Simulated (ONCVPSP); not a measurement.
# Before and after: ONCV potential for Dy (Z = 66)

```json
{"Element": "dysprosium", "Generator": "ONCVPSP 4.0.1", "Type": "optimised norm-conserving Vanderbilt (ONCV)", "Functional": "LDA (Perdew-Zunger)", "Relativity": "scalar-relativistic", "Frozen core": "[Kr] 4d10 4f9", "Valence charge": "11", "Reference configuration": "5s2 5p6 5d1 (charge +2)", "Partial waves": "5s: rc 1.95 bohr, ncon 4, nbas 8, qcut 7.6 1/bohr, 3 projectors, debl 0.4 Ha; 5p: rc 2.15 bohr, ncon 4, nbas 9, qcut 7.6 1/bohr, 2 projectors, debl 1.1 Ha; 5d: rc 3.50 bohr, ncon 4, nbas 9, qcut 5 1/bohr, 2 projectors, debl 3.9 Ha", "Local potential": "polynomial inside 1.80 bohr (lpopt 4, dvloc0 2 Ha)", "Core correction": "Teter function, fcfact 2.75, rcfact 1.4"}
```

In the s channel the program set the typed energies aside and used -2.468, 0.250, 0.650 Ha. In the p channel the program set the typed energies aside and used -1.571, 0.250 Ha.

Change: core correction Teter function, fcfact 2.75, rcfact 2.

Cutoffs: the cutoffs (Ha) at which the residual kinetic energy of the hardest occupied pseudo-wave falls to 1 and 0.1 mHa per electron; they do not see the model core or the augmentation charge, which bear on the density cutoff. Errors are all-electron minus pseudo energies relative to the spin-unpolarised reference configuration.

Task: What does the change do?

Result: The potential gets neither clearly harder nor softer (17 Ha and 21 Ha → 17 Ha and 21 Ha); of the 4 tests that both files solve, the error grows in 1 and shrinks in 3 by more than 15 % and 0.3 meV (median size 21.0 → 13.2 meV); neither file shows a bound ghost. A model core, the more so a compact one, raises the density cutoff, which this test does not measure.

```csv
quantity,base,changed
"cutoff, loose",17 Ha,17 Ha
"cutoff, tight",21 Ha,21 Ha
bound ghosts,none,none
GHOST(+) flags under 300 eV,none,none
"error for 5s2 5p6 5d1 6s2, meV [ΔE -19.77 eV]",+37,-13
"error for 5s2 5p6 5d1 6s1, meV [ΔE -12.71 eV]",+16,-5.7
"error for 5s2 5p6 5d0, meV [ΔE 20.14 eV]",+15,-86
"error for 5s2 5p6 5d1 6p2, meV [ΔE -13.35 eV]",+26,+13
s: phases at 1.98 bohr within 0.05 rad from the reference energy up to (Ha; the scan ends near 5),to the end of the scan,to the end of the scan
p: phases at 2.18 bohr within 0.05 rad from the reference energy up to (Ha; the scan ends near 5),to the end of the scan,to the end of the scan
d: phases at 3.55 bohr within 0.05 rad from the reference energy up to (Ha; the scan ends near 5),0.0,0.0
"rms error of d²Exc/dni dnj with the model core, mHa",3.38,3.10
```
